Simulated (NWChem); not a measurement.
Species: AgH2OBr; SMILES [Br][Ag]<-[OH2]

Program: NWChem. Geometry: optimised at PBE0/def2-SVP. def2 effective core potentials on Ag; no spin-orbit coupling. Ions are spin-unrestricted doublets at the neutral geometry; other ion states weren't tried. Functional: LC-ωPBE (HJS hole) with def2-SVP; rows give the range parameter ω in 1/bohr.

For range parameter (1/bohr) 0.40:

* **−ε(HOMO) (eV)**: 9.03

### Question
What are these values for range parameter (1/bohr) 0.10?

### Answer
The −ε(HOMO) (eV) comes out as 6.73.
